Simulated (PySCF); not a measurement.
PySCF input file for C₄H₅ClSi, SMILES ClC1=C[SiH2]C=C1, IEF-PCM-PBE0/def2-SVP. The structure is a stationary point at r2SCAN-D4/def2-SVP.

```python
import numpy as np
from pyscf import gto, scf, dft
from pyscf.solvent import pcm

mol = gto.M(
    atom='''
    Cl    0.11792365   -2.34235801    0.00000000
    C     0.06026004   -0.60178811    0.00000000
    C     1.15092160    0.19833965   -0.00000000
    Si    0.48497179    1.94650047   -0.00000000
    C    -1.30456072    1.37597820    0.00000000
    C    -1.28530457    0.02369779    0.00000000
    H     2.16765103   -0.19759860   -0.00000000
    H     0.86034486    2.73529660   -1.21241407
    H     0.86034486    2.73529660    1.21241407
    H    -2.24014820    1.94101742    0.00000000
    H    -2.17039776   -0.62229760    0.00000000
    ''',
    basis='def2-SVP',
    charge=0,
    spin=0,
    max_memory=1600,
    verbose=3,
)
mf = dft.RKS(mol, xc='pbe0').density_fit(auxbasis='def2-universal-jkfit')
mf.grids.level = 3
mf.conv_tol = 1e-9
mf.max_cycle = 100
mf.kernel()
res = {}
for name, eps in {'water': 78.355, 'cyclohexanone': 15.619, 'acetonitrile': 35.688}.items():
    s = mf.PCM()
    s.with_solvent.method, s.with_solvent.eps, s.with_solvent.lebedev_order = 'IEF-PCM', eps, 29
    s.kernel(mf.make_rdm1())
    res[name] = (s.e_tot, eps, s.dip_moment(), s.mo_energy, s.converged)
    print(f'{name}: electrostatic solvation free energy {(s.e_tot - mf.e_tot) * 627.509474:.3f} kcal/mol')
```

It prints:

```
converged SCF energy = -904.278701618216

WARN: PCM is an experimental feature. It is still in testing.
Features and APIs may be changed in the future.

converged SCF energy = -904.281626125541
Dipole moment(X, Y, Z, Debye): -0.46981,  1.46396,  0.00000
water: electrostatic solvation free energy -1.835 kcal/mol

WARN: PCM is an experimental feature. It is still in testing.
Features and APIs may be changed in the future.

converged SCF energy = -904.28138114884
Dipole moment(X, Y, Z, Debye): -0.46364,  1.43295,  0.00000
cyclohexanone: electrostatic solvation free energy -1.681 kcal/mol

WARN: PCM is an experimental feature. It is still in testing.
Features and APIs may be changed in the future.

converged SCF energy = -904.281551343172
Dipole moment(X, Y, Z, Debye): -0.46793,  1.45451, -0.00000
acetonitrile: electrostatic solvation free energy -1.788 kcal/mol
```

The calculation finished and met its thresholds.

Cost: about 80 core-seconds (a rough figure).
